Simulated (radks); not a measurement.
Task: All-electron atom: I28+ in [Ar] 3d7. Method: non-relativistic Kohn-Sham, PBE, spin-polarised, spherical densities, point nucleus; open shells are filled with parallel spins first (spin-orbit coupling, left out, can overturn this in heavy ions); relativity is left out, which matters for an element this heavy; computed with a radial shooting solver on a logarithmic mesh with Libxc functionals. Some entries of the table are withheld. Estimate them.

orbital,occ.,eigenvalue (hartree),r(max) (bohr),<r> (bohr)
1s up,1,-1203.719,0.01900,0.02868
1s down,1,-1203.716,0.01900,0.02868
2s up,1,-215.0946,0.1048,0.1230
2s down,1,-214.7563,0.1047,0.1229
2p up,3,-204.7588,0.08189,0.1047
2p down,3,-204.5145,0.08183,0.1046
3s up,1,-70.92276,0.2915,0.3144
3s down,1,-70.58787,0.2918,0.3150
3p up,3,-66.72119,(1),(2)
3p down,3,-66.36421,(3),(4)
3d up,5,-59.26840,0.2223,0.2693
3d down,2,-58.82369,0.2229,0.2702

Result: 
(1) 3p up r(max) (bohr): 0.2771
(2) 3p up <r> (bohr): 0.3027
(3) 3p down r(max) (bohr): 0.2775
(4) 3p down <r> (bohr): 0.3034
